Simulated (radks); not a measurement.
Question: Species: N+. Configuration: [He] 2s2 2p2. Calculated with a radial shooting solver on a logarithmic mesh with Libxc functionals: Dirac Kohn-Sham, PBE, spin-unpolarised, spherical densities, finite nucleus; open shells fill j = l - 1/2 first; Fermi nuclear charge, rms radius 2.5582 fm. Some entries of the table are withheld. Estimate them.

orbital,occ.,eigenvalue (eV),<r^2> (bohr^2),r(max) (bohr)
1s1/2,2,(1),(2),0.1482
2s1/2,2,(3),1.855,0.9881
2p1/2,2,(4),2.061,(5)
2p3/2,0,(6),2.065,(7)

Answer: 
(1) 1s1/2 eigenvalue (eV): -401.6455
(2) 1s1/2 <r^2> (bohr^2): 0.07133
(3) 2s1/2 eigenvalue (eV): -32.4547
(4) 2p1/2 eigenvalue (eV): -20.6966
(5) 2p1/2 r(max) (bohr): 0.9177
(6) 2p3/2 eigenvalue (eV): -20.6726
(7) 2p3/2 r(max) (bohr): 0.9185
